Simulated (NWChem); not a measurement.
Species: C₂H₇FOSi; SMILES CO[SiH2]CF

```xyz
12

C      0.7409     2.3316     0.2137
O     -0.1231     1.4952    -0.5023
Si    -0.6926     0.0157     0.0020
C      0.6338    -1.3318    -0.1897
F      0.0923    -2.5310     0.2378
H      0.4560     2.4156     1.2792
H      1.7888     1.9820     0.1684
H      0.7057     3.3405    -0.2256
H     -1.8546    -0.3203    -0.8624
H     -1.0996     0.0730     1.4414
H      0.9550    -1.4329    -1.2420
H      1.5379    -1.1121     0.4067
```
Atoms are numbered in this order, from 1.

Results from NWChem. STO-3G and 3-21G are far too small for this property and stand as cheap habits. The geometry was optimised at PBE0/def2-SVP. No frequency run checked for a minimum. GIAO values for the isolated, static molecule; σ is the absolute isotropic shielding, δ = σ(reference) − σ with the isolated reference molecule computed at the same levels (13C: tetramethylsilane, 19F: trichlorofluoromethane, 1H: tetramethylsilane, 17O: water, 29Si: tetramethylsilane).

| level | δ C1 (ppm) | δ O2 (ppm) | δ Si3 (ppm) | δ F5 (ppm) | δ H9 (ppm) | δ H10 (ppm) | δ H11 (ppm) | relative time |
|---|---|---|---|---|---|---|---|---|
| BHandHLYP/pcSseg-1 | 53.2 | -6.3 | -21.1 | -292.6 | 4.55 | 4.56 | 4.32 | 20 |
| Hartree-Fock/STO-3G | 47.4 | -115.3 | -25.4 | -110.4 | 2.49 | 1.97 | 1.65 | 1 |
| KT2/pcSseg-1 | 56.7 | 8.4 | -16.2 | -337.0 | 4.87 | 4.95 | 4.51 | 10 |
| LDA (Slater exchange, VWN5)/pcSseg-1 | 57.9 | 13.7 | -12.3 | -351.0 | 5.16 | 5.23 | 4.71 | 10 |

Relative times are rough (shared machine, one core).
